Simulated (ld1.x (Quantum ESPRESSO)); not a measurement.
# P: one change to a TM potential, before and after

ld1.x (Quantum ESPRESSO) 7.5 input, shortened:

```
&input
   title='P', zed=15., rel=2, dft='PW91', iswitch=3,
   config='[Ne] 3s2 3p3', rel_dist='average'
 /
 &inputp
   pseudotype=2, tm=.true., lloc=-1, rcloc=1.15,
   nlcc=.true., rcore=0.75
 /
2
3S  1  0   2.00   0.00  1.20  1.20  0.0
3P  2  1   3.00   0.00  1.55  1.55  0.0
 &test
   configts(1)='3s2 3p3'
 /
```

Open shells are filled in proportion to 2j + 1 (rel_dist='average').

Change: local potential all-electron potential smoothed inside 0.78 bohr (lloc = -1).

Cutoffs: the cutoffs (Ry, on a coarse ladder) from which the occupation-weighted sum of valence levels, in a spherical-Bessel basis at the reference potential, stays within 10 and 1 mRy of its value at 400 Ry; they do not see the model core or the augmentation charge, which bear on the density cutoff. Errors are all-electron minus pseudo energies relative to the spin-unpolarised reference configuration.

Problem. How do hardness, ghosts and transferability respond?

Solution. The potential gets neither clearly harder nor softer (50 Ry and 110 Ry → 50 Ry and 110 Ry); a bound ghost appears in s, which as a rule spoils a file; of the 7 tests that both files solve, the error grows in 0 and shrinks in 6 by more than 15 % and 0.3 meV (median size 10.0 → 5.1 meV); the range in which the s phases agree widens (upper end 0.4 → at the end of the scan). In the separable form a ghost depends on how the local part lies against the semilocal potential of the channel, so the choice of the local part can create or remove one.

| quantity | base | changed |
| --- | --- | --- |
| cutoff, loose | 50 Ry | 50 Ry |
| cutoff, tight | 110 Ry | 110 Ry |
| loose cutoff by channel (10 mRy a level) | s 40 Ry, p 8 Ry | s 45 Ry, p 8 Ry |
| bound ghosts | none | s |
| error for 3s2 3p2, meV [ΔE 9.78 eV] | +6.0 | +1.8 |
| error for 3s2 3p1, meV [ΔE 28.98 eV] | +41 | +5.7 |
| error for 3s2 3p0, meV [ΔE 58.80 eV] | +145 | -8.1 |
| error for 3s2 3p3.3, meV [ΔE -1.32 eV] | +0.2 | +0.1 |
| error for 3s1 3p0, meV [ΔE 110.90 eV] | +313 | +17 |
| error for 3s1 3p3, meV [ΔE 18.90 eV] | +10.0 | +3.7 |
| error for 3s0 3p5, meV [ΔE 17.21 eV] | -6.2 | -5.1 |
| s: phases at 1.71 bohr within 0.05 rad from the reference energy up to (Ry; the scan ends near 5) | 0.4 | to the end of the scan |
| p1/2: phases at 1.71 bohr within 0.05 rad from the reference energy up to (Ry; the scan ends near 5) | 3.9 | 3.0 |
| p3/2: phases at 1.71 bohr within 0.05 rad from the reference energy up to (Ry; the scan ends near 5) | 3.8 | 2.9 |

 A true bound ghost makes a file unfit for plane-wave use even where its test errors are small: the radial tests pick states by their node count and pass the ghost by.
